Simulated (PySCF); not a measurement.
Nitrogen: a sound run and one with changed settings

Sound run: N⁺ [He] 2s2 2p2, N²⁺ [He] 2s2 2p1. All numbers are calculated (PySCF 2.14, the non-relativistic Hamiltonian (point nucleus), in cc-pVDZ). In the sound run the correlated levels freeze 1s2. The sound run starts from symmetry-adapted Hartree-Fock orbitals and uses a fine grid where one is needed.

A second run was set up differently.

```
species   method  sound run (hartree)  changed run (hartree)  converged
     N⁺      MP2            -53.93437              -53.88564        yes
     N⁺  CCSD(T)            -53.95698              -53.88711        yes
```

Ionisation energy of N⁺:

| method | sound run (eV) | changed run (eV) |
| --- | --- | --- |
| UHF | 29.247 | 29.247 |
| MP2 | 29.469 | 29.388 |
| SCS-MP2 | 29.364 | 29.294 |
| CCSD | 29.287 | 29.428 |
| CCSD(T) | 29.292 | 29.428 |
| CCSDT | n/a | 29.428 |
| FCI | n/a | 29.428 |

Task: What was changed?
A. basis contracted for another Hamiltonian
B. a valence shell is frozen
C. all electrons correlated in a valence basis
D. minimal basis

Result: B. Freezing a valence shell removes pair correlation that changes on ionisation.
